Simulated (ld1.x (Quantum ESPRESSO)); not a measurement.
Logarithmic derivatives: Ag (Z = 47), TM

- Element: Ag (Z = 47)
- Generator: ld1.x (Quantum ESPRESSO) 7.5
- Type: norm-conserving Troullier–Martins (Kleinman–Bylander form)
- Functional: PBEsol
- Relativity: scalar-relativistic
- Frozen core: [Kr]
- Valence charge: 11
- Reference configuration: 4d10 5s0 5p0 (charge +1)
- Partial waves: 5s (bound, empty): rc 2.40 bohr; 4d (bound): rc 1.85 bohr; 5p (bound, empty): rc 2.55 bohr
- Local potential: the p channel
- Core correction: Bessel-smoothed model core, default radius (core density twice the valence density)

The phase is arctan(r·u′/u) with u = r·R(r), unwrapped; energies in Ry, scanned from -3 to 5 Ry. A pole is an energy at which the radial function vanishes at the test radius. The pseudo phase is shifted by a multiple of π to meet the all-electron one at the reference energy, and phase errors are pseudo minus all-electron; the curves can meet again beyond the range given. Levels narrower than the energy grid can be missing from the lists of poles.

```json
{"channel": "s", "radius (bohr)": "2.73", "reference energy (Ry)": "-0.83", "poles, all-electron": "0.83", "poles, pseudo": "0.58, 3.11", "unbroken range about the reference energy with phases within 0.05 rad": "below 0.8", "phase error 1 Ry above the reference energy (rad)": "-0.020"}
{"channel": "p", "radius (bohr)": "2.73", "reference energy (Ry)": "-0.45", "poles, all-electron": "1.98", "poles, pseudo": "1.76", "unbroken range about the reference energy with phases within 0.05 rad": "below 2.6", "phase error 1 Ry above the reference energy (rad)": "-0.014"}
{"channel": "d", "radius (bohr)": "2.73", "reference energy (Ry)": "-1.15", "poles, all-electron": "-0.98, 4.15", "poles, pseudo": "-0.98", "unbroken range about the reference energy with phases within 0.05 rad": "below 0.0", "phase error 1 Ry above the reference energy (rad)": "+0.039"}
```

Phases in the d channel:

| E (Ry) | all-electron | pseudo |
| --- | --- | --- |
| -3.00 | 1.340 | 1.343 |
| -2.52 | 1.309 | 1.315 |
| -2.04 | 1.256 | 1.264 |
| -1.56 | 1.089 | 1.106 |
| -1.08 | -1.418 | -1.415 |
| -0.60 | -1.770 | -1.751 |
| -0.12 | -1.889 | -1.848 |
| 0.36 | -2.036 | -1.944 |
| 0.84 | -2.342 | -2.089 |
| 1.32 | -3.171 | -2.379 |
| 1.80 | -4.066 | -3.047 |
| 2.28 | -4.398 | -3.866 |
| 2.76 | -4.540 | -4.258 |
| 3.24 | -4.620 | -4.434 |
| 3.72 | -4.674 | -4.530 |
| 4.20 | -4.716 | -4.591 |
| 4.68 | -4.753 | -4.634 |
